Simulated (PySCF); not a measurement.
Zn(Br)(Me) (CH3BrZn), SMILES [CH3][Zn][Br]. Atoms are numbered in the order given.

```xyz
6

Zn     0.0000     0.0000    -0.8194
Br     0.0000     0.0000     1.4459
C      0.0000     0.0000    -2.7633
H     -0.8935    -0.5159    -3.1476
H      0.8935    -0.5159    -3.1476
H      0.0000     1.0318    -3.1476
```
Charge 0, spin multiplicity 1.

Geometry: B3LYP-D3(BJ)/def2-SVP. The structure was generated by enumeration; whether it is a known compound was not checked.

Calculation: r2SCAN/def2-TZVPD run with PySCF.

Isolated molecule, no solvent.

Problem. Estimate the frontier levels, gap, dipole moment and polarisability. (An estimate is asked for; the answer gives what the named calculation found.)

Solution. 
| Quantity | Value |
|---|---|
| highest occupied level | -7.22 eV |
| lowest empty level | -1.19 eV |
| orbital gap | 6.04 eV |
| dipole moment | 2.47 D |
| quadrupole, principal values (traceless, Buckingham form, about the centre of nuclear charge) | -2.79, 1.39, 1.39 D·Å |
| mean static polarisability | 62.9 bohr³ (9.31 Å³) |
| polarisability, principal values | 50.1, 50.1, 88.4 bohr³ |
